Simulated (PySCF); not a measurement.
# Reading the logs of faulty runs: BH7N2Si

All numbers below are calculated, not measured. The program is PySCF 2.14.0, an open-source quantum chemistry code, run on an isolated molecule that a program drew, which may never have been made. The molecule is BH7N2Si (charge 0, singlet), drawn as the SMILES string `NB[SiH2]N`.

Each row is a Hartree-Fock (HF) and frozen-core CCSD(T) single point in the cc-pV(D+d)Z basis, meant for a local HF minimum. Run 1 is clean. Each other run has one planted mistake out of seven kinds, and not every kind appears here: one electron removed, one electron added, multiplicity raised by two, geometry at a saddle point, minimal basis STO-3G, one bond length entered in bohr, all coordinates scaled. The reference is restricted for singlets and unrestricted otherwise, and also for a bond in bohr. Adding or removing an electron swaps singlet and doublet. Electrons count all cores. HOMO and LUMO are orbital energies over both spins, the gradient is its largest component, and the lowest frequency (negative if imaginary) is given only where the gradient is small. Bond lengths are over the 10 bonds as drawn. T1 is the CCSD diagnostic: over 0.02 (restricted) or 0.045 (unrestricted) a single reference is doubtful.

Geometry of the clean run:
```xyz
11
BH7N2Si, angstrom
N     1.5943   -1.1579    0.4814
B     1.4257   -0.9130   -0.8748
Si   -0.3629   -0.1598   -1.4973
N    -1.2290    0.4176   -0.0943
H     0.8682   -0.9913    1.1489
H     2.4273   -1.5447    0.8759
H     2.3404   -1.1695   -1.6159
H    -1.2177   -1.2173   -2.1005
H    -0.1847    0.8776   -2.5563
H    -2.2155    0.5779   -0.1975
H    -0.8309    1.2034    0.3902
```

```
run,electrons,basis functions,<S^2>,HOMO (eV),LUMO (eV),gradient (hartree/bohr),lowest frequency (cm^-1),mean bond (Å),longest bond (Å),T1,HF (hartree),CCSD(T) (hartree),mistake
1,40,100,0.000,-10.15,3.38,4.7e-05,125,1.3369,2.038,0.0136,-426.66028,-427.25936,no fault
2,40,100,0.786,-7.74,2.36,9.2e-03,-,1.4697,2.822,0.0455,-426.55095,-427.14411,one bond length entered in bohr
3,41,100,0.759,1.80,8.89,7.6e-02,-,1.3369,2.038,0.0185,-426.56312,-427.17823,one electron added
4,39,100,0.771,-15.92,-7.76,1.0e-01,-,1.3369,2.038,0.0894,-426.32945,-426.92487,?
5,40,100,2.010,-5.14,-0.77,5.3e-02,-,1.3369,2.038,0.0240,-426.48079,-427.06914,?
```

**Which mistake was planted in run 4, and what did it cost?**

It counts 39 electrons, one fewer than the clean run, at the same geometry and basis. So the mistake is: one electron removed. Subtracting run 1 and multiplying by 627.51 kcal/mol a hartree, the energy moved by 207.6 kcal/mol in HF and 209.9 kcal/mol in CCSD(T).

**Which mistake was planted in run 5, and what did it cost?**

Electrons, basis and geometry are unchanged, and <S^2> is 2.010, beside S(S+1) = 2.00 for a multiplicity of 3. So the mistake is: multiplicity raised by two. Subtracting run 1 and multiplying by 627.51 kcal/mol a hartree, the energy moved by 112.6 kcal/mol in HF and 119.4 kcal/mol in CCSD(T).

Cautions from the logs. Run 2: T1 is over the limit, so its CCSD(T) energy is less reliable; run 3: the HOMO is above zero, so the electron isn't bound and the energy depends on the basis; run 4: T1 is over the limit, so its CCSD(T) energy is less reliable.
